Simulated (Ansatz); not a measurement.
**A barrier at the coupled-cluster level**

Start structure (GeH6O3, singlet), relaxed at PBE0-D4/def2-TZVP:

```
atom    x (Å)    y (Å)    z (Å)
 Ge1  -0.2904  -0.8426  -1.1226
  O2   1.1696  -0.4933  -0.1249
  H3   0.1529  -1.8094  -2.2385
  H4  -1.2767  -1.4917  -0.1576
  H5  -0.8140   0.4630  -1.7395
  H6   0.7550   0.3813   1.3894
  O7   0.2406   0.8581   2.0720
  O8  -0.9586   1.1144   1.3414
  H9   1.9342  -0.2511  -0.6508
 H10  -0.9128   2.0713   1.2314
```

The step: GeH₄O ([OH][GeH3]) + H₂O₂ ([OH][OH]) → GeH₄O₂ ([OH][O][GeH3]) + H₂O; bonds formed: Ge1–O7, O2–H6; bonds broken: Ge1–O2, H6–O7. Computed with Ansatz 0.2.0 (basis: def2-TZVPP and def2-QZVPP); correlated methods freeze the cores. Filled d shells of the heavier atoms are correlated. The def2 sets are not built for correlating such inner shells, so the correlated values are less sure here. Extrapolation: Hartree–Fock as exp(−7.88 √X), correlation as X^−2.97. Energies below are by CCSD(T) at an estimated basis limit (MP2 extrapolated from triple and quadruple zeta, plus CCSD(T) − MP2 in triple zeta).

(1) What are the electronic barrier and the energy of the step, from the start structure to the end structure? (Judge from chemistry; the value comes from the calculation.)

No T1 diagnostic of these runs exceeds 0.014.

Answers

(1) Computed: Barrier 126.8 kJ/mol; step energy 6.6 kJ/mol (uphill); reverse barrier, their difference, 120.2 kJ/mol. Barrier and step energy count from the start structure, the reverse barrier from the end structure.

The saddle point: One imaginary mode of 547i cm⁻¹.
```
  pair  start (Å)  saddle (Å)  end (Å)
Ge1–O7       3.66        2.11     1.82
 O2–H6       1.80        1.10     0.97
Ge1–O2       1.80        2.05     3.42
 H6–O7       0.98        1.34     1.97
```

Zero-point energy (harmonic, PBE0-D4): ZPE is 173.7 kJ/mol at the start and 165.8 kJ/mol at the saddle, so the barrier goes from 126.8 to 118.9 kJ/mol.

Labels in which every atom is bracketed show which atoms are joined, not bond orders.

For scale, one of the runs: CCSD(T)/def2-TZVPP, 225 basis functions, launched by `ansatz run in.yaml --threads 4 --pin off --events-out ev --progress --plain --max-ram 9574MiB`. Hardware: 4 CPU threads of an Arm Neoverse V2, shared host. Wall time 2.7 min; peak host memory 4 GiB.
